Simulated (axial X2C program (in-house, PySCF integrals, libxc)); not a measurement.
Nuclear properties of CuCO⁺

Calculated with an in-house all-electron X2C program for linear molecules (integrals from PySCF): two-component X2C with atomic mean-field Coulomb and Gaunt terms, Gaussian nuclei, basis Cu dyall-v3z, C dyall-v3z, O dyall-av3z with contracted cores.

Cu–C–O held linear, with bonds 1.855 and 1.114 Å (near the PBE0 minimum at charge 1 of the determinant lowest at the starting distance; the state shown can have its own minimum elsewhere, held linear; other orders of the atoms were not compared).

Determinant lowest in the PBE0 search, Ω = 0 (closed shell), highest spinor 80% Cu d, 8% Cu s, 4% C p:

```
level  qzz Cu (a.u.)  qzz C (a.u.)  qzz O (a.u.)
 PBE0          -0.35         -0.81         -0.76
   HF          -1.18         -1.02         -0.85
TPSSh          -0.22         -0.78         -0.73
```

qzz is the electric field gradient, eQq0 = 234.96 MHz × Q/barn × qzz. The operators were transformed with the bare-nucleus X2C matrices; with these basis sets, hyperfine constants and field gradients can be off by tens of per cent, and where levels differ in sign neither size nor sign is settled.

(1) With Q(17O) = -0.02558 barn (Q from Pyykkö, Mol. Phys. 2018), turn the PBE0 values of the first state into constants in MHz.

The molecule was held linear; bending was not examined, so a bent shape may lie lower.

Each state is one determinant with collinear spin. The search compared states at one distance, so a state with another bond length can lie lower. Where a field gradient or hyperfine factor spreads by more than a factor of two over the levels, a constant derived from it is not to be relied on.

Answers

(1) eQq0(17O) = 234.96 × (-0.02558) × (-0.76) = 4.57 MHz.
